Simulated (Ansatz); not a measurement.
Basis-set series for CH₃ClOSn (`C[O][Sn][Cl]`). Charge 0, multiplicity 1. Sn: def2 effective core potential. All single points use the PBE0-D4/def2-TZVP geometry. It is one conformer, not always the lowest.

```csv
functional,basis,functions,energy (Eh),HOMO (eV),LUMO (eV)
PBE0-D4,def2-TZVPP,196,-789.50416,-7.84,-2.48
PBE0-D4,def2-QZVPP,356,-789.52657,-7.86,-2.50
ωB97M-V,def2-TZVPP,196,-789.66087,-9.98,-0.75
ωB97M-V,def2-QZVPP,356,-789.68259,-10.02,-0.80
```

Question: Give the rows for def2-SVP. (Best estimate.)

Answer: Ansatz gave: 
```tsv
functional	basis	functions	energy (Eh)	HOMO (eV)	LUMO (eV)
PBE0-D4	def2-SVP	87	-789.19771	-7.71	-2.34
ωB97M-V	def2-SVP	87	-789.35036	-9.80	-0.53
```
